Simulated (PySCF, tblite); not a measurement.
Parent: `[CH3:1][CH2:2][P:3]1[CH2:4][CH2:5][SiH2:6][CH2:7][CH2:8]1` with C1–C2–P3–C4 177°, C2–P3–C4–C5 -171°, P3–C4–C5–Si6 64°, C4–C5–Si6–C7 -47°, C5–Si6–C7–C8 47°, C6H15PSi.

Computed geometry: GFN2-xTB, gas phase. One conformer each, not checked by frequencies here.

| coordinate of the parent | value |
| --- | --- |
| C1–C2 | 1.523 Å |
| C2–P3 | 1.866 Å |
| P3–C4 | 1.862 Å |
| C4–C5 | 1.526 Å |
| C5–Si6 | 1.902 Å |
| Si6–C7 | 1.901 Å |
| C7–C8 | 1.526 Å |
| P3–C8 | 1.862 Å |
| C1–C2–P3 | 112.2° |
| C2–P3–C4 | 96.9° |
| C2–P3–C8 | 98.6° |
| C4–P3–C8 | 98.3° |
| P3–C4–C5 | 111.6° |
| C4–C5–Si6 | 111.6° |
| C5–Si6–C7 | 107.2° |
| Si6–C7–C8 | 111.7° |
| P3–C8–C7 | 111.4° |

**Question.** How does the shared frame change in `[CH3:1][CH2:2][PH+:3]1[CH2:4][CH2:5][SiH2:6][CH2:7][CH2:8]1` (charge +1) with C1–C2–P3–C4 172°, C2–P3–C4–C5 -176°, P3–C4–C5–Si6 -59°, C4–C5–Si6–C7 56°, C5–Si6–C7–C8 -56°, [C6H16PSi]+? Atoms pair as C1 = C1, C2 = C2, P3 = P3, C4 = C4, C5 = C5, Si6 = Si6, C7 = C7, C8 = C8 (parent first).

**Answer.** 
```
   parent   relative  value in the relative  change
    C1–C2      C1–C2                1.528 Å  +0.005
    C2–P3      C2–P3                1.818 Å  -0.048
    P3–C4      P3–C4                1.811 Å  -0.051
    C4–C5      C4–C5                1.530 Å  +0.004
   C5–Si6     C5–Si6                1.917 Å  +0.015
   Si6–C7     Si6–C7                1.917 Å  +0.016
    C7–C8      C7–C8                1.530 Å  +0.004
    P3–C8      P3–C8                1.810 Å  -0.052
 C1–C2–P3   C1–C2–P3                 111.8°    -0.4
 C2–P3–C4   C2–P3–C4                 111.5°   +14.6
 C2–P3–C8   C2–P3–C8                 112.5°   +13.9
 C4–P3–C8   C4–P3–C8                 111.1°   +12.8
 P3–C4–C5   P3–C4–C5                 111.0°    -0.6
C4–C5–Si6  C4–C5–Si6                 112.7°    +1.1
C5–Si6–C7  C5–Si6–C7                 103.7°    -3.5
Si6–C7–C8  Si6–C7–C8                 112.8°    +1.1
 P3–C8–C7   P3–C8–C7                 111.0°    -0.4
```

Of the parent's bonds, P3–C4 and P3–C8 change most and about equally (-0.052 to -0.051 Å). Point group C1 → C1.

**Question.** How does the shared frame change in `[CH3:1][CH2:2][P:3]1(=[S:4])[CH2:5][CH2:6][SiH2:7][CH2:8][CH2:9]1` with C1–C2–P3–S4 -55°, C2–P3–C5–C6 176°, P3–C5–C6–Si7 -63°, C5–C6–Si7–C8 52°, C6–Si7–C8–C9 -52°, C6H15PSSi? Atoms pair as C1 = C1, C2 = C2, P3 = P3, C4 = C9, C5 = C8, Si6 = Si7, C7 = C6, C8 = C5 (parent first).

**Answer.** 
```
   parent   relative  value in the relative  change
    C1–C2      C1–C2                1.521 Å  -0.002
    C2–P3      C2–P3                1.853 Å  -0.013
    P3–C4      P3–C9                1.844 Å  -0.018
    C4–C5      C9–C8                1.523 Å  -0.003
   C5–Si6     C8–Si7                1.902 Å   0.000
   Si6–C7     Si7–C6                1.902 Å  +0.001
    C7–C8      C6–C5                1.523 Å  -0.003
    P3–C8      P3–C5                1.844 Å  -0.018
 C1–C2–P3   C1–C2–P3                 111.0°    -1.2
 C2–P3–C4   C2–P3–C9                 102.8°    +5.9
 C2–P3–C8   C2–P3–C5                 105.0°    +6.4
 C4–P3–C8   C9–P3–C5                 104.2°    +5.9
 P3–C4–C5   P3–C9–C8                 109.7°    -1.9
C4–C5–Si6  C9–C8–Si7                 111.0°    -0.6
C5–Si6–C7  C8–Si7–C6                 107.3°    +0.1
Si6–C7–C8  Si7–C6–C5                 111.4°    -0.3
 P3–C8–C7   P3–C5–C6                 109.3°    -2.1
```

Of the parent's bonds, P3–C4 and P3–C8 change most and about equally (-0.018 Å). Bonds of the relative outside the shared frame: P3=S4 1.938 Å. Point group C1 → C1.

**Question.** How does the shared frame change in `[CH3:1][CH2:2][P:3]1(=[NH:4])[CH2:5][CH2:6][SiH2:7][CH2:8][CH2:9]1` with C1–C2–P3–N4 -47°, C2–P3–C5–C6 175°, P3–C5–C6–Si7 -62°, C5–C6–Si7–C8 52°, C6–Si7–C8–C9 -53°, C6H16NPSi? Atoms pair as C1 = C1, C2 = C2, P3 = P3, C4 = C9, C5 = C8, Si6 = Si7, C7 = C6, C8 = C5 (parent first).

**Answer.** 
```
   parent   relative  value in the relative  change
    C1–C2      C1–C2                1.521 Å  -0.002
    C2–P3      C2–P3                1.866 Å   0.000
    P3–C4      P3–C9                1.857 Å  -0.005
    C4–C5      C9–C8                1.522 Å  -0.004
   C5–Si6     C8–Si7                1.900 Å  -0.002
   Si6–C7     Si7–C6                1.898 Å  -0.003
    C7–C8      C6–C5                1.523 Å  -0.003
    P3–C8      P3–C5                1.822 Å  -0.040
 C1–C2–P3   C1–C2–P3                 109.9°    -2.3
 C2–P3–C4   C2–P3–C9                 100.9°    +4.0
 C2–P3–C8   C2–P3–C5                 104.9°    +6.3
 C4–P3–C8   C9–P3–C5                 104.6°    +6.3
 P3–C4–C5   P3–C9–C8                 108.1°    -3.5
C4–C5–Si6  C9–C8–Si7                 110.6°    -1.0
C5–Si6–C7  C8–Si7–C6                 107.7°    +0.5
Si6–C7–C8  Si7–C6–C5                 111.0°    -0.7
 P3–C8–C7   P3–C5–C6                 109.1°    -2.3
```

Of the parent's bonds, P3–C8 changes most (-0.040 Å). Bonds of the relative outside the shared frame: P3=N4 1.557 Å. Point group C1 → C1.
